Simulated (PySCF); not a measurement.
Species: CH3Cl5Si2.
Cartesian coordinates in Å at the PBE0-D3(BJ)/def2-SVP level; atoms count from 1:
```xyz
11
CH3Cl5Si2 angstrom
C     -2.0196   -0.2123    0.1309
Si    -0.7499    1.1317   -0.0049
Cl    -1.0442    2.2132   -1.7358
Cl    -0.8599    2.4072    1.6131
Si     1.4096    0.2726   -0.0948
Cl     1.8319   -0.6789    1.6783
Cl     1.4635   -1.1291   -1.6007
Cl     2.8275    1.7049   -0.4583
H     -1.8508   -0.7988    1.0467
H     -3.0305    0.2208    0.1637
H     -1.9431   -0.8801   -0.7406
```

A calculation gives these core lines: C 1s: 291.12 eV; Si 1s: 1848.57 (area 1), 1849.36 (area 1) eV; Si 2p3/2: 108.58 (area 1), 109.27 (area 1) eV; Cl 1s: 2828.94 (area 2), 2829.12 (area 3) eV; Cl 2p3/2: 206.35 (area 2), 206.52 (area 3) eV.

Computed with delta-SCF UKS SCAN, pcX-2 on the ionised atom, pcseg-1 elsewhere, spin-free X2C (PySCF 2.14.0). Isolated species at its PBE0-D3(BJ)/def2-SVP geometry, gas phase.

Q: Assign the Si 1s lines to atoms.

A: 1848.57 eV: Si2 (chlorine-bound silicon); 1849.36 eV: Si5 (chlorine-bound silicon). Lowest listed Si 1s: Si2, bonded to 2 Cl, C and Si. Highest, 0.79 eV above it: Si5, bonded to 3 Cl and Si. Summing the Pauling electronegativity differences to the bonded atoms, each weighted by its formal bond order, gives +3.17 for the lowest site and +3.78 for the highest.

Q: Assign the Si 2p3/2 lines to atoms.

A: 108.58 eV: Si2 (chlorine-bound silicon); 109.27 eV: Si5 (chlorine-bound silicon). Lowest listed Si 2p3/2: Si2, bonded to 2 Cl, C and Si. Highest, 0.69 eV above it: Si5, bonded to 3 Cl and Si. Summing the Pauling electronegativity differences to the bonded atoms, each weighted by its formal bond order, gives +3.17 for the lowest site and +3.78 for the highest.

Q: Order the chlorine atoms by Cl 1s binding energy.

A: 2828.94 eV: Cl3/Cl4 (silicon-bound chlorine); 2829.12 eV: Cl6/Cl7/Cl8 (silicon-bound chlorine). The 2 Cl 1s values lie within 0.18 eV of each other; Gaussian lines of 0.5 eV full width would blend them into one maximum.

Q: Assign the Cl 2p3/2 lines to atoms.

A: 206.35 eV: Cl3/Cl4 (silicon-bound chlorine); 206.52 eV: Cl6/Cl7/Cl8 (silicon-bound chlorine). The 2 Cl 2p3/2 values lie within 0.17 eV of each other.

Bonded neighbours of each site: C1: 3 H and Si; Si2: 2 Cl, C and Si; Cl3/Cl4: Si; Si5: 3 Cl and Si; Cl6/Cl7/Cl8: Si.

Q: Express the binding energy of Cl 1s of Cl6/Cl7/Cl8 in atomic units and per mole.

A: 2829.12 eV = 103.9682 Eh = 272969 kJ/mol.

Topologically equivalent atoms share the value of their first member; where this conformer doesn't relate them by symmetry, their own values could differ. The 2p values add to the ΔSCF energy of one spin-free hole a correction within the shell (spin–orbit coupling, ligand field). 2p1/2 minus 2p3/2 (ligand field included): Si 0.63 eV, Cl 1.65 eV.
